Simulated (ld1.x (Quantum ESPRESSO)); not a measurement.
**What the settings do to the TM potential of cerium**

Base potential:

| Item | Value |
| --- | --- |
| Element | cerium |
| Generator | ld1.x (Quantum ESPRESSO) 7.5 |
| Type | norm-conserving Troullier–Martins (Kleinman–Bylander form) |
| Functional | LDA (PZ) |
| Relativity | scalar-relativistic |
| Frozen core | [Kr] 4d10 4f1 |
| Valence charge | 11 |
| Reference configuration | 5s2 5p6 5d1 6s2 6p0 |
| Partial waves | 5p (bound): rc 2.45 bohr; 5d (bound): rc 2.40 bohr; 5s (bound): rc 1.60 bohr |
| Local potential | the s channel |
| Core correction | Bessel-smoothed model core, default radius (core density twice the valence density) |

Occupied shells without a wave of their own: 6s. They enter only through the test configuration that unscreens the potential, and ld1.x also counts them in the model core charge.

Cutoffs, loose and tight: the cutoffs (Ry, on a coarse ladder) from which the occupation-weighted sum of valence levels, in a spherical-Bessel basis at the reference potential, stays within 10 and 1 mRy of its value at 400 Ry. They do not see the model core or the augmentation charge, which bear on the density cutoff. Test errors are all-electron minus pseudo excitation energies from the reference, over the configurations 5s2 5p6 5d1 6s1 6p0; 5s2 5p6 5d1 6s0 6p0; 5s2 5p6 5d0 6s0 6p0; 5s2 5p6 5d2 6s1 6p0; 5s2 5p6 5d2 6s0 6p0; 5s2 5p5 5d1 6s2 6p0; 5s2 5p6 5d1 6s0 6p2 (two spin-polarised tests are not counted in the largest error). A dash means not determined; rows that change the core or the reference have their own tests.

With those shells counted twice in exchange and correlation these files are broken, and their errors move erratically; no question is asked of them.

| change | outcome | cutoff, loose | cutoff, tight | bound ghosts | largest test error (meV) |
| --- | --- | --- | --- | --- | --- |
| base | generated | 50 Ry | 90 Ry | none | -1208 |
| all radii but the core radius scaled by about 0.75 (s 1.20, p 1.84, d 1.80 bohr) | generated | 100 Ry | 230 Ry | none | -1656 |
| all radii but the core radius scaled by about 0.85 (s 1.36, p 2.10, d 2.04 bohr) | generated | 50 Ry | 100 Ry | none | -1231 |
| all radii but the core radius scaled by about 0.91 (s 1.46, p 2.22, d 2.18 bohr) | generated | 50 Ry | 90 Ry | none | -1182 |
| all radii but the core radius scaled by about 1.09 (s 1.74, p 2.66, d 2.60 bohr) | generated | 45 Ry | 80 Ry | none | -1426 |
| all radii but the core radius scaled by about 1.13 (s 1.80, p 2.76, d 2.70 bohr) | generated | 40 Ry | 80 Ry | none | -1528 |
| all radii but the core radius scaled by about 1.25 (s 2.00, p 3.06, d 3.00 bohr) | generated, misses its reference levels by 0.26 eV | 35 Ry | 55 Ry | none | -2248 |
| all radii but the core radius scaled by about 1.28 (s 2.06, p 3.14, d 3.08 bohr) | generated, misses its reference levels by 0.31 eV | 35 Ry | 50 Ry | none | -2531 |
| all radii but the core radius scaled by about 1.40 (s 2.24, p 3.44, d 3.36 bohr) | generated, misses its reference levels by 0.66 eV | 25 Ry | 40 Ry | none | -4255 |

Reading the sweep of the scale of all radii but the core radius (base = 1) (base included, trends over the rows without a ghost): The loose cutoff falls from 100 Ry at 0.75 to 25 Ry at 1.4. A larger radius leaves more room for a smooth pseudo-wave, so fewer plane waves are needed; a smaller one forces it to follow the all-electron wave where it bends sharply. The median size of the test errors (rows with all tests solved) is not monotonic: lowest 171.5 meV at 0.91, highest 1652.2 meV at 1.4.
